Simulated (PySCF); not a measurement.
A calculated (r2SCAN, PySCF 2.14, aug-cc-pwCVTZ-X2C with one added diffuse shell each of s, p, d, f type, scalar relativity by spin-free X2C-1e) atom or ion has these occupied shells.

```json
{"shell": "1s", "electrons": "2", "orbital energy (eV)": "-3981.2", "rms radius, mean of both spins (bohr)": "0.0889"}
{"shell": "2s", "electrons": "2", "orbital energy (eV)": "-436.30", "rms radius, mean of both spins (bohr)": "0.395"}
{"shell": "2p", "electrons": "6", "orbital energy (eV)": "-354.40", "rms radius, mean of both spins (bohr)": "0.364"}
{"shell": "3s", "electrons": "2", "orbital energy (eV)": "-63.827", "rms radius, mean of both spins (bohr)": "1.24"}
{"shell": "3p", "electrons": "6", "orbital energy (eV)": "-43.758", "rms radius, mean of both spins (bohr)": "1.36"}
```

Name the element and its charge.

Ca²⁺ (calcium, charge +2), in [Ar], closed-shell 1S.
